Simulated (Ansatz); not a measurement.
The cluster Ga3H5 (the lowest singlet isomer of a short search) was relaxed with r2SCAN-D4 (def2-SVP, def2-SVPD) in Ansatz in these states: charge -1 doublet, neutral singlet. The geometries follow in no particular order.

A:

Cartesian coordinates in Å:
```
Ga 0.234 0.301 -1.197
Ga -0.990 0.662 0.994
Ga 0.933 -0.653 1.062
H 0.174 0.144 -2.755
H 2.347 -1.053 1.554
H -1.900 1.839 1.424
H -1.467 0.089 -0.569
H 0.670 -1.328 -0.512
```

B:

Cartesian coordinates in Å:
```
Ga 0.684 -1.064 -0.242
Ga 0.631 1.216 0.486
Ga -1.719 0.513 0.316
H 1.027 -2.245 -1.260
H -2.403 -0.189 1.602
H 1.851 2.170 0.788
H 1.002 0.512 -1.135
H -1.073 -0.913 -0.555
```

Task: Judge from the bond lengths which geometry belongs to which state (an estimate).

Result: A is the neutral singlet (Ga1–Ga3 2.550 Å, Ga1–Ga2 2.535 Å, Ga2–Ga3 2.330 Å); B is the charge -1 doublet (Ga1–Ga3 2.928 Å, Ga1–Ga2 2.394 Å, Ga2–Ga3 2.459 Å).

At r2SCAN-D4/def2-SVPD the highest occupied level of the relaxed charge -1 doublet lies above zero (up to 0.52 eV). By energy differences its removal costs 0.94 eV (each at its own geometry, to the charge 0 singlet, at PBE0-D4/def2-TZVPD). These are the stationary points nearest to one start from a short search; other shapes may lie lower in each state.
